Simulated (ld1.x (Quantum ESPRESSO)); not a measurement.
## PBE PAW dataset for Cu (Z = 29), scalar-relativistic all-electron reference.

| Quantity | Value |
| --- | --- |
| Element | Cu (Z = 29) |
| Generator | ld1.x (Quantum ESPRESSO) 7.5 |
| Type | PAW |
| Functional | PBE |
| Relativity | scalar-relativistic |
| Frozen core | [Ne] |
| Valence charge | 19 |
| Reference configuration | 3s2 3p6 3d10 4s1 4p0 |
| Partial waves | 3s (bound): rcut 1.10, rcutus 1.20 bohr; 4s (bound): rcut 1.10, rcutus 1.20 bohr; 3p (bound): rcut 1.20, rcutus 1.45 bohr; 4p (bound, empty): rcut 1.20, rcutus 1.45 bohr; 3d (bound): rcut 1.20, rcutus 1.45 bohr; 3d channel at 1.4 Ry: rcut 1.20, rcutus 1.45 bohr |
| Local potential | all-electron potential smoothed inside 1.10 bohr (lloc = -2) |
| Core correction | Bessel-smoothed model core inside 1.00 bohr |
| Augmentation charge | PSQ, inside the norm-conserving radii |

Poles of the logarithmic derivatives, all-electron (AE) and pseudo (PS). s: poles at -8.2 (AE) and -8.2 (PS) Ry. p: poles at -5.0 (AE) and -5.0 (PS) Ry. d: poles at 0.4 (AE) and 0.4 (PS) Ry. Test radius 1.59 bohr.

* Cutoffs needed: 70 Ry and 110 Ry (the cutoffs (Ry, on a coarse ladder) from which the occupation-weighted sum of valence levels, in a spherical-Bessel basis at the reference potential, stays within 10 and 1 mRy of its value at 400 Ry)
* Ghost test: no extra level below or beside the all-electron valence levels (s, p, d, f tested) (spherical-Bessel basis up to 400 Ry, 20 bohr box)
* Configuration tests: test run stopped at test 6 of 7 (negative rho), 2 before it not solved; not counted: 3s2 3p6 3d8 4s0 4p0 (solver errors, printed error -3782 eV); 3s2 3p5 3d10 4s1 4p0 (solver errors, printed error -4564 eV)
* Lowest eigenvalue of the overlap operator: 0.09 (p channel)
* Density cutoff estimated by the generator: 295 Ry
